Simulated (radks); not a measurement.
Results of a calculation; reference values are marked as such.
Q: The table gives one normalised radial function P(r) = r R(r) of Be3+ in 1s1 (r in bohr). Code: a radial shooting solver on a logarithmic mesh with Libxc functionals. Model: scalar-relativistic Kohn-Sham, exchange-only PBE, spin-polarised, spherical densities, point nucleus; open shells are filled with parallel spins first.

r	P
0.01575	0.2380
0.01706	0.2565
0.01833	0.2742
0.01986	0.2952
0.02134	0.3153
0.02312	0.3392
0.02484	0.3619
0.02691	0.3888
0.02892	0.4144
0.03133	0.4446
0.03367	0.4732
0.03618	0.5034
0.0392	0.5387
0.04212	0.5721
0.04563	0.6110
0.04904	0.6476
0.05312	0.6900
0.05709	0.7297
0.06185	0.7754
0.06646	0.8178
0.072	0.8663
0.07737	0.9109
0.08382	0.9613
0.09007	1.0072
0.0968	1.0534
0.1049	1.1044
0.1127	1.1499
0.1221	1.1992
0.1312	1.2421
0.1421	1.2874
0.1527	1.3255
0.1654	1.3640
0.1778	1.3945
0.1926	1.4230
0.207	1.4432
0.2224	1.4573
0.241	1.4653
0.259	1.4648
0.2805	1.4551
0.3015	1.4378
0.3266	1.4084
0.3509	1.3729
0.3802	1.3232
0.4086	1.2697
0.4426	1.2011
0.4756	1.1318
0.5152	1.0476
0.5537	0.9667
0.595	0.8823
0.6446	0.7861
0.6927	0.6991
0.7504	0.6039
0.8064	0.5212
0.8736	0.4343
0.9388	0.3619
1.017	0.2891
1.093	0.2312
1.184	0.1758
1.272	0.1340
1.378	0.0962
1.481	0.0694

Which n and l does it have? It may be an empty orbital.

A: n = 1, l = 0: the number of nodes gives n - l - 1 = 0, the rise at small r (about r^(l+1)) gives l, and the extent must fit the shell. The curve is that of 1s up; the table hardly tells the two spins apart. 1s up: eigenvalue -192.29 eV, 0 radial nodes, <r> = 0.378 bohr, 90 % of the charge inside 0.673 bohr.
